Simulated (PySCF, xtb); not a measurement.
Si(F)(OH)(NH2)2 (FH₅N₂OSi), SMILES N[Si](F)(O)N. One conformer was computed; it need not be the lowest.

Harmonic wavenumbers (cm⁻¹) from GFN2-xTB in xtb 6.7.1 at its own minimum, in rising order: 123, 162, 203, 223, 255, 278, 291, 314, 557, 578, 741, 804, 809, 829, 905, 949, 976, 1518, 1523, 3486, 3500, 3523, 3532, 3672.

Task: What does PBE-D3(BJ)/def2-SVP (PySCF) give at its own minimum? (An estimate is asked for; the answer gives what the named calculation found.)

Result: 161, 211, 242, 255, 310, 334, 341, 346, 376, 429, 721, 760, 788, 823, 874, 943, 969, 1473, 1483, 3511, 3527, 3610, 3632, 3774. Paired by order, the mean absolute difference is 52 cm⁻¹ and the zero-point energies are 42.5 and 42.7 kcal/mol.
